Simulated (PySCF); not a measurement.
## C5H4O2: core ionisation energies

Species: C5H4O2.
SMILES with atom numbers: `[CH2:1]=[C:2]1[CH:3]=[C:4]1[O:5][CH:6]=[O:7]`

Computed with delta-SCF UKS SCAN, pcX-2 on the ionised atom, pcseg-1 elsewhere, spin-free X2C in PySCF. These are vertical core ionisation energies against the vacuum level, from separate self-consistent calculations with and without the core hole.

Question: List the computed XPS lines with their assignment.

Answer: 
```json
{"atom(s)": "C1", "bonded to": "C (double bond) and 2 H", "level": "C 1s", "binding energy (eV)": "289.39", "above the level's lowest (eV)": "0.00", "count": "1"}
{"atom(s)": "C3", "bonded to": "C (double bond), C and H", "level": "C 1s", "binding energy (eV)": "291.10", "above the level's lowest (eV)": "+1.71", "count": "1"}
{"atom(s)": "C2", "bonded to": "C (double bond) and 2 C", "level": "C 1s", "binding energy (eV)": "291.39", "above the level's lowest (eV)": "+2.00", "count": "1"}
{"atom(s)": "C4", "bonded to": "O, C (double bond) and C", "level": "C 1s", "binding energy (eV)": "293.03", "above the level's lowest (eV)": "+3.64", "count": "1"}
{"atom(s)": "O5", "bonded to": "2 C", "level": "O 1s", "binding energy (eV)": "540.96", "above the level's lowest (eV)": "0.00", "count": "1"}
```

The listed C 1s values span 3.64 eV, from C1 (bonded to C (double bond) and 2 H) to C4 (bonded to O, C (double bond) and C). The widest gap between neighbouring values is 1.71 eV, between 289.39 and 291.10 eV.

Question: Give the binding energy of C 1s of C4 in hartree and in kJ/mol.

Answer: 293.03 eV = 10.7687 Eh = 28273 kJ/mol.

Question: Which photon energy gives electrons from C 1s of C4 a kinetic energy of 150 eV, and what is their de Broglie wavelength?

Answer: hν = 293.03 + 150 = 443.03 eV, recoil neglected; λ = 12.264 Å/√(E/eV) = 1.00 Å.

The list is incomplete; no value stands for C 1s of C6 or O 1s of O7 (hole states with ⟨S²⟩ of 1 or more are left out). Spin contamination (⟨S²⟩ against 0.75 for a pure doublet) is marked for C 1s of C4 (0.96), which makes this value less certain. Geometry: GFN2-xTB, one conformer, isolated molecule.

Shape of the structure used: `[CH2:1]=[C:2]1[CH:3]=[C:4]1[O:5][CH:6]=[O:7]`: C3–C4–O5–C6 1°, C4–O5–C6–O7 0°.
